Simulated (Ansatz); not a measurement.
Octafluorocyclobutane, C$_{4}$F$_{8}$ from Hartree–Fock to CCSD(T)

Cartesian coordinates in Å:
```
F 0.747 -0.957 -1.698
C 0.819 -0.033 -0.740
F 1.918 0.692 -0.885
C 0.583 -0.643 0.683
F 1.324 -0.043 1.613
F 0.707 -1.959 0.777
C -0.884 -0.094 0.656
F -1.270 0.579 1.730
F -1.768 -1.046 0.365
C -0.518 0.770 -0.598
F -0.302 2.046 -0.280
F -1.355 0.688 -1.622
```

Total charge 0; spin multiplicity 1. Geometry: relaxed with PBE0-D4/def2-TZVP. Frozen core, restricted reference, the Gaussian-basis code of Ansatz. CBS rows extrapolate triple and quadruple zeta; past MP2 they add the triple-zeta difference.

| basis | HF (Eh) | MP2 corr. |
| --- | --- | --- |
| def2-SVP | -946.16014 | -1.96486 |
| def2-TZVPP | -947.33812 | -2.58389 |
| def2-QZVPP | -947.37771 | -2.81824 |

Task: Estimate the CCSD correlation energy and the (T) correction in each basis where they were run (hartree).

Result: 
```tsv
basis	CCSD corr.	(T)
def2-SVP	-1.99628	-0.04494
def2-TZVPP	-2.59307	-0.08885
CBS(def2)	-3.00102	as TZ
```
